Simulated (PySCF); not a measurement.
PySCF input (BP86/def2-TZVPD):

```python
from pyscf import gto, scf, dft

mol = gto.M(
    atom='''
    Si   -1.57618248   -0.02765166    0.53235007
    Ge    0.64526017    0.05102917   -0.21223446
    H    -1.72713899   -1.41593366   -0.07183293
    H     1.60070679   -1.13683560   -0.49696948
    H     1.54466141    1.30695885   -0.09259570
    ''',
    basis='def2-tzvpd',
    charge=0,
    spin=1,
    verbose=4,
)

mf = dft.UKS(mol, xc='bp86').density_fit(auxbasis='def2-universal-jkfit')
mf.grids.level = 3
mf.conv_tol = 1e-9
mf.max_cycle = 100
mf.max_memory = 1500
mf.kernel()
if not mf.converged:
    mf = mf.newton()
    mf.kernel(mf.make_rdm1())
for _ in range(2):
    mo, _, stable, _ = mf.stability(return_status=True)
    if stable:
        break
    mf.kernel(mf.make_rdm1(mo, mf.mo_occ))
mf.analyze()
```

End of the output:

```
Extra cycle  E= -2368.51918447819  delta_E= 3.56e-09  |g|= 6.73e-05  |ddm|= 0.000136
converged SCF energy = -2368.51918447819  <S^2> = 0.76190773  2S+1 = 2.0118725
uhf_internal: lowest eigs of H = [0.15899149 0.22850728 0.26967271]
<class 'pyscf.df.df_jk.DFUKS'> wavefunction is stable in the internal stability analysis
**** SCF Summaries ****
Total Energy =                       -2368.519184478185707
Nuclear Repulsion Energy =             138.657713310368848
One-electron Energy =                -3573.519722815192836
Two-electron Energy =                 1066.342825026638366
Two-electron Coulomb Energy =         1167.590940174682828
DFT Exchange-Correlation Energy =     -101.248115148044377
HOMO-LUMO gap [eV] =                     0.981537197006054
**** MO energy ****
                             alpha | beta                alpha | beta
MO #1   energy= -397.198762586764  | -397.198183224411  occ= 1 | 1
MO #2   energy= -65.4651966434753  | -65.4640820109183  occ= 1 | 1
MO #3   energy= -49.2038988961603  | -49.2037314698958  occ= 1 | 1
MO #4   energy= -43.8186045509867  | -43.8176352184899  occ= 1 | 1
MO #5   energy= -43.8152858089711  | -43.8151099903948  occ= 1 | 1
MO #6   energy= -43.8147957024959  | -43.8146261942649  occ= 1 | 1
MO #7   energy= -5.98722085023464  | -5.9865434049082   occ= 1 | 1
MO #8   energy= -5.06835278510252  | -5.06709811215976  occ= 1 | 1
MO #9   energy= -4.2091438641009   | -4.20733687258469  occ= 1 | 1
MO #10  energy= -4.20052195764179  | -4.20019627835596  occ= 1 | 1
MO #11  energy= -4.19902301269353  | -4.19872203814181  occ= 1 | 1
MO #12  energy= -3.48379173281577  | -3.48043643977304  occ= 1 | 1
MO #13  energy= -3.47779619456664  | -3.47701827166433  occ= 1 | 1
MO #14  energy= -3.47438942799602  | -3.47355177339045  occ= 1 | 1
MO #15  energy= -1.11469208289018  | -1.11181573535348  occ= 1 | 1
MO #16  energy= -1.11173349267108  | -1.10944007485102  occ= 1 | 1
MO #17  energy= -1.11095123866624  | -1.10859297843985  occ= 1 | 1
MO #18  energy= -1.10661789048816  | -1.10628663113524  occ= 1 | 1
MO #19  energy= -1.10489609576529  | -1.10457092129393  occ= 1 | 1
MO #20  energy= -0.523217618616499 | -0.510320549060154 occ= 1 | 1
MO #21  energy= -0.43227521628066  | -0.423128110753197 occ= 1 | 1
MO #22  energy= -0.323555257839702 | -0.320546638839707 occ= 1 | 1
MO #23  energy= -0.278145874620384 | -0.272488033605258 occ= 1 | 1
MO #24  energy= -0.223492508738932 | -0.217179865837466 occ= 1 | 1
MO #25  energy= -0.206022539842346 | -0.169951712862616 occ= 1 | 0
MO #26  energy= -0.119737316111534 | -0.0947424557131189 occ= 0 | 0
MO #27  energy= -0.0472216366863378 | -0.0384447908887786 occ= 0 | 0
MO #28  energy= -0.0100727319296023 | -0.00379711938340854 occ= 0 | 0
MO #29  energy= 0.00164120302717841 | 0.00919261632748203 occ= 0 | 0
MO #30  energy= 0.018847383608076  | 0.030945549704999  occ= 0 | 0
MO #31  energy= 0.0293366107889881 | 0.0340766236668688 occ= 0 | 0
MO #32  energy= 0.0464406991257302 | 0.0575425564426826 occ= 0 | 0
MO #33  energy= 0.058670474761173  | 0.064396283789131  occ= 0 | 0
MO #34  energy= 0.0632534884784773 | 0.0689421043215797 occ= 0 | 0
MO #35  energy= 0.0757613270233332 | 0.0800312176653544 occ= 0 | 0
MO #36  energy= 0.0791948412308481 | 0.0863655074462368 occ= 0 | 0
MO #37  energy= 0.0889429696592661 | 0.0917317655413568 occ= 0 | 0
MO #38  energy= 0.101994787929432  | 0.109098350123583  occ= 0 | 0
MO #39  energy= 0.104582902149122  | 0.111154844233167  occ= 0 | 0
MO #40  energy= 0.134943697934125  | 0.141218939889781  occ= 0 | 0
MO #41  energy= 0.155478770145285  | 0.159047173415111  occ= 0 | 0
MO #42  energy= 0.15713261141494   | 0.169317382789465  occ= 0 | 0
MO #43  energy= 0.1720512461276    | 0.177642855880104  occ= 0 | 0
MO #44  energy= 0.180574865267748  | 0.183810006803682  occ= 0 | 0
MO #45  energy= 0.213138436607902  | 0.218712707299751  occ= 0 | 0
MO #46  energy= 0.217989642942234  | 0.222497609753691  occ= 0 | 0
MO #47  energy= 0.226099713678081  | 0.230851587466658  occ= 0 | 0
MO #48  energy= 0.228060231875603  | 0.239112519427723  occ= 0 | 0
MO #49  energy= 0.246307064250508  | 0.25358407073339   occ= 0 | 0
MO #50  energy= 0.24733073629061   | 0.25519960267388   occ= 0 | 0
MO #51  energy= 0.252428357766095  | 0.262626759284988  occ= 0 | 0
MO #52  energy= 0.262737070696797  | 0.274451534187513  occ= 0 | 0
MO #53  energy= 0.277707794575162  | 0.285785039890501  occ= 0 | 0
MO #54  energy= 0.284354707038979  | 0.294750996472436  occ= 0 | 0
MO #55  energy= 0.296760121676092  | 0.308287792830441  occ= 0 | 0
MO #56  energy= 0.319367372143757  | 0.329366140096356  occ= 0 | 0
MO #57  energy= 0.334315645743992  | 0.343426858789137  occ= 0 | 0
MO #58  energy= 0.34788412621943   | 0.360531532082797  occ= 0 | 0
MO #59  energy= 0.366449109449702  | 0.370814156836763  occ= 0 | 0
MO #60  energy= 0.38243812138213   | 0.396615069880427  occ= 0 | 0
MO #61  energy= 0.413749990238505  | 0.422971103591299  occ= 0 | 0
MO #62  energy= 0.420497462557584  | 0.429121846672919  occ= 0 | 0
MO #63  energy= 0.426680083575918  | 0.437872985047744  occ= 0 | 0
MO #64  energy= 0.432018178475569  | 0.447129486832446  occ= 0 | 0
MO #65  energy= 0.439404650349626  | 0.4520326638051    occ= 0 | 0
MO #66  energy= 0.464503248177715  | 0.471301238284042  occ= 0 | 0
MO #67  energy= 0.484009518868717  | 0.491452859293357  occ= 0 | 0
MO #68  energy= 0.527378853574508  | 0.534907826496569  occ= 0 | 0
MO #69  energy= 0.549423650107977  | 0.557163957493675  occ= 0 | 0
MO #70  energy= 0.605042153189018  | 0.612197265259384  occ= 0 | 0
MO #71  energy= 0.655825298418812  | 0.664660340951418  occ= 0 | 0
MO #72  energy= 0.677370893853317  | 0.686626863997345  occ= 0 | 0
MO #73  energy= 0.853808167929504  | 0.874068910337943  occ= 0 | 0
MO #74  energy= 0.883241708090962  | 0.893082468077868  occ= 0 | 0
MO #75  energy= 0.893355907246108  | 0.905270591715864  occ= 0 | 0
MO #76  energy= 0.898731902466998  | 0.913071593630407  occ= 0 | 0
MO #77  energy= 0.940571797077059  | 0.961117765987289  occ= 0 | 0
MO #78  energy= 0.954675233344739  | 0.971819120359079  occ= 0 | 0
MO #79  energy= 0.972157357622036  | 0.990524117549867  occ= 0 | 0
MO #80  energy= 0.985228877585026  | 1.00345355868778   occ= 0 | 0
MO #81  energy= 1.00897467969507   | 1.02249034893813   occ= 0 | 0
MO #82  energy= 1.01351229019085   | 1.02920227367627   occ= 0 | 0
MO #83  energy= 1.01899426630487   | 1.03422892100044   occ= 0 | 0
MO #84  energy= 1.04168981774144   | 1.05455320166541   occ= 0 | 0
MO #85  energy= 1.05419295626006   | 1.07271515685697   occ= 0 | 0
MO #86  energy= 1.06270615918335   | 1.08243825059625   occ= 0 | 0
MO #87  energy= 1.09819925039517   | 1.10855079914624   occ= 0 | 0
MO #88  energy= 1.10955275913149   | 1.11909448433572   occ= 0 | 0
MO #89  energy= 1.11998451829039   | 1.13316959716022   occ= 0 | 0
MO #90  energy= 1.13119589099878   | 1.1435249163563    occ= 0 | 0
MO #91  energy= 1.17242699355414   | 1.19360950138343   occ= 0 | 0
MO #92  energy= 1.21820758979941   | 1.23954490329444   occ= 0 | 0
MO #93  energy= 1.23082179000835   | 1.25086007756653   occ= 0 | 0
MO #94  energy= 1.25794089978181   | 1.26914390300382   occ= 0 | 0
MO #95  energy= 1.38303945474152   | 1.3890537784316    occ= 0 | 0
MO #96  energy= 1.43630210687512   | 1.44329494892792   occ= 0 | 0
MO #97  energy= 1.45940253245889   | 1.46828527668811   occ= 0 | 0
MO #98  energy= 1.47482063696801   | 1.49569908925844   occ= 0 | 0
MO #99  energy= 1.67768379619189   | 1.68359617107877   occ= 0 | 0
MO #100 energy= 1.73907054421207   | 1.74517218714633   occ= 0 | 0
MO #101 energy= 1.80160670594119   | 1.80328440336181   occ= 0 | 0
MO #102 energy= 1.81153418540731   | 1.81631965543368   occ= 0 | 0
MO #103 energy= 1.85999803915258   | 1.86673607157163   occ= 0 | 0
MO #104 energy= 1.87560453630238   | 1.87906339086835   occ= 0 | 0
[...]
```

It need not be the lowest isomer of its formula.
